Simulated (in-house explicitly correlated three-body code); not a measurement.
Computed with an exponentially correlated three-body code. Model: two electrons around a point charge, non-relativistic, variational in 260 exponentially correlated functions (energies converged to about 1e-7 hartree, or 1e-8 relative for large Z).

For this charge the correlation energy is taken as exact minus Hartree-Fock, from which it differs by microhartrees, and the kinetic parts follow from it.

For two electrons in a singlet the Kohn-Sham orbital is the square root of half the density, so the exact Kohn-Sham potential and energy parts follow from the density alone, and exchange is minus half the Hartree energy. The Kohn-Sham level equals minus the binding energy of the second electron.

Command:
```bash
python run_hyl.py task.json out
```
Settings (lengths in bohr, energies in hartree):
```
Z                      6.2
interaction_strength   1
functions              260
states_tried           13
```

Run time, properties included: 56 s on 1 thread of Intel(R) Xeon(R) Platinum 8175M CPU @ 2.50GHz (Skylake/Cascade Lake), on a shared host.

**Those bound S and P states to n = 4 that converged, binding against the one-electron ion.**

Given: nuclear charge 6.2.

Computed: one-electron threshold -19.22 hartree.

```csv
term,energy (hartree),binding (eV),quantum defect
1 1S,-34.7212913,421.81,0.066091
2 3S,-22.9081369,100.36,0.08537
2 3P,-22.7014552,94.735,0.029357
2 1S,-22.7007031,94.715,0.029144
2 1P,-22.5665062,91.063,-0.0099837
3 3S,-20.8072001,43.19,0.081414
3 1S,?,?,?
3 3P,-20.7514084,41.672,0.028725
3 1P,-20.7134127,40.638,-0.0088354
4 3S,?,?,?
4 1S,-20.0777232,23.34,0.029778
4 3P,-20.077171,23.325,0.0285
4 1P,-20.0614606,22.897,-0.0084037
```

Q: What belongs in the row 3 1S?

A: energy (hartree): -20.7523057; binding (eV): 41.696; quantum defect: 0.029595.

Q: What belongs in the row 4 3S?

A: energy (hartree): -20.09993; binding (eV): 23.944; quantum defect: 0.080197.

**Electric-dipole lines between converged S and P states, rate of the upper state's decay.**

| s state | p state | p minus s (eV) | oscillator strength from s | rate (1/s) |
| --- | --- | --- | --- | --- |
| 1 1S | 2 1P | 330.75 | 0.6532 | 1.0336e+12 |
| 1 1S | 3 1P | 381.17 | 0.14125 | 2.9685e+11 |
| 1 1S | 4 1P | 398.91 | 0.053761 | 1.2374e+11 |
| 2 1S | 2 1P | 3.6517 | 0.089717 | 1.7304e+07 |
| 2 1S | 3 1P | 54.077 | 0.35453 | 1.4996e+10 |
| 2 1S | 4 1P | 71.817 | 0.090553 | 6.7554e+09 |
| 3 1S | 2 1P | -49.367 | -0.062326 | 6.591e+09 |
| 3 1S | 3 1P | 1.0583 | 0.15582 | 2.5244e+06 |
| 3 1S | 4 1P | 18.799 | 0.38279 | 1.9566e+09 |
| 4 1S | 2 1P | -67.723 | -0.013314 | 2.6496e+09 |
| 4 1S | 3 1P | -17.298 | -0.1394 | 1.81e+09 |
| 4 1S | 4 1P | ? | ? | ? |
| 2 3S | 2 3P | 5.6241 | 0.12651 | 5.7881e+07 |
| 2 3S | 3 3P | ? | ? | ? |
| 2 3S | 4 3P | 77.035 | 0.084382 | 7.2429e+09 |
| 3 3S | 2 3P | -51.545 | -0.066703 | 7.6901e+09 |
| 3 3S | 3 3P | 1.5182 | 0.21156 | 7.053e+06 |
| 3 3S | 4 3P | 19.865 | 0.34555 | 1.9723e+09 |
| 4 3S | 2 3P | -70.791 | -0.013772 | 2.9947e+09 |
| 4 3S | 3 3P | -17.728 | -0.15198 | 2.0726e+09 |
| 4 3S | 4 3P | 0.6193 | 0.29129 | 1.6159e+06 |

Q: What belongs in the row 4 1S 4 1P?

A: p minus s (eV): 0.44253; oscillator strength from s: 0.21684; rate (1/s): 614200.

Q: What belongs in the row 2 3S 3 3P?

A: p minus s (eV): 58.688; oscillator strength from s: 0.3205; rate (1/s): 1.5966e+10.

**Functionals on the exact density and self-consistent, errors are functional minus exact, hybrids only self-consistent, a dash where a self-consistent run leaves the top level unbound.**

```tsv
result	exchange error (millihartree)	correlation error (millihartree)	functional driven error (millihartree)	density driven error (millihartree)	self consistent total error (millihartree)	top level plus exact binding (eV)
OLYP	16.675	-4.9694	11.706	-1.4002	10.305	35.119
LDA PW92	515.96	-129.75	386.21	-2.4914	383.71	38.79
RPBE	?	?	?	?	?	?
PW91	57.171	-12.425	44.746	-1.3695	43.376	35.303
M06-L	-41.052	-9.5713	-50.623	-2.3274	-52.95	31.385
r2SCAN	-4.1689	2.1184	-2.0504	-0.31053	-2.361	31.773
B3LYP VWN-RPA	-	-	-	-	20.934	27.82
r2SCAN0	-	-	-	-	-1.1675	23.608
AM05	398.63	-107.35	291.28	-1.6734	289.6	38.352
BLYP	24.2	-4.9694	19.23	-1.478	17.752	35.071
wB97X	-	-	-	-	?	?
LDA VWN5	515.96	-130.69	385.27	-2.4888	382.78	38.777
SCAN	-4.1689	2.1184	-2.0504	-0.31053	-2.361	31.773
BP86	24.2	-14.677	9.523	-0.86629	8.6568	35.255
PBE0	-	-	-	-	48.298	26.507
PBEsol	225.1	-15.597	209.51	-1.3644	208.14	37.327
HSE06	-	-	-	-	44.003	26.896
revTPSS	-3.2218	-5.3083	-8.53	-0.22691	-8.7569	32.445
TPSS	-3.7512	-3.0509	-6.8021	-0.34677	-7.1488	32.982
PBE	68.15	-2.1447	66.005	-1.3345	64.671	35.713
```

Q: What belongs in the row RPBE?

A: exchange error (millihartree): 6.4593; correlation error (millihartree): -2.1447; functional driven error (millihartree): 4.3147; density driven error (millihartree): -1.4038; self consistent total error (millihartree): 2.9108; top level plus exact binding (eV): 35.301.

Q: What belongs in the row wB97X?

A: self consistent total error (millihartree): -71.231; top level plus exact binding (eV): 25.567.

**Density and exact potentials over r, pair density (one pair, times 4 pi r12^2) and exact minus Kohn-Sham pair density over r12.**

| radius (bohr) | radial density (electrons/bohr) | exchange potential (hartree) | intracule density (1/bohr) | Coulomb hole against Kohn-Sham (1/bohr) | correlation potential (hartree) |
| --- | --- | --- | --- | --- | --- |
| 0.0695 | 3.5151 | -5.431 | 0.3961 | -0.04542 | -0.014 |
| 0.0806 | 4.1305 | -5.3103 | 0.5186 | -0.05486 | -0.007 |
| 0.0935 | 4.7535 | -5.1638 | 0.67276 | -0.06464 | 0 |
| 0.108 | 5.3228 | -4.9942 | 0.85586 | -0.07347 | 0.006 |
| 0.126 | 5.8338 | -4.781 | 1.0887 | -0.08065 | 0.013 |
| 0.146 | ? | ? | ? | ? | ? |
| 0.169 | 6.2779 | -4.2827 | 1.6124 | -0.08009 | 0.021 |
| 0.196 | 6.1301 | -3.9892 | 1.8816 | -0.06897 | 0.022 |
| 0.228 | 5.6872 | -3.6672 | 2.1166 | -0.04914 | 0.021 |
| 0.264 | 4.999 | -3.3408 | 2.2641 | -0.02344 | 0.018 |
| 0.307 | 4.0944 | -2.9995 | 2.2894 | 0.005247 | 0.014 |
| 0.356 | 3.1193 | -2.6691 | 2.1603 | 0.0294 | 0.01 |
| 0.413 | 2.1753 | -2.3516 | 1.8779 | 0.04371 | 0.007 |
| 0.479 | ? | ? | ? | ? | ? |
| 0.556 | 0.76654 | -1.7859 | 1.0404 | 0.03611 | 0.002 |
| 0.644 | 0.37758 | -1.5483 | 0.64252 | 0.02235 | 0.001 |
| 0.748 | 0.15648 | -1.3355 | 0.33518 | 0.009961 | 0.001 |

Q: What belongs in the row 0.146?

A: radial density (electrons/bohr): 6.1638; exchange potential (hartree): -4.5458; intracule density (1/bohr): 1.3424; Coulomb hole against Kohn-Sham (1/bohr): -0.0834; correlation potential (hartree): 0.018.

Q: What belongs in the row 0.479?

A: radial density (electrons/bohr): 1.3717; exchange potential (hartree): -2.0562; intracule density (1/bohr): 1.4818; Coulomb hole against Kohn-Sham (1/bohr): 0.04529; correlation potential (hartree): 0.004.

The density-driven part is never positive, since each functional's own density lowers its energy. Here it is small beside the functional-driven part (median ratio 0.046), the normal case.
